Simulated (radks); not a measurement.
Problem. The tin ion Sn+ is in [Kr] 4d10 5s2 5p(1/2: 1, 3/2: 0). All-electron calculation, Dirac Kohn-Sham, PBE, spin-unpolarised, spherical densities, finite nucleus; Fermi nuclear charge, rms radius of each element as measured or else 0.836 A^(1/3) + 0.57 fm. Program: a radial shooting solver on a logarithmic mesh with Libxc functionals. Sub-shells are occupied by j as written (lower j first in brackets). One electron is removed from 5s1/2, 4d5/2, 5p1/2, 4d3/2 in turn, with full relaxation. Which removal costs least, and what does each cost?

Solution. 5p1/2 14.350 eV; 5s1/2 22.213 eV; 4d5/2 40.944 eV; 4d3/2 42.049 eV. The 5p1/2 electron leaves first.
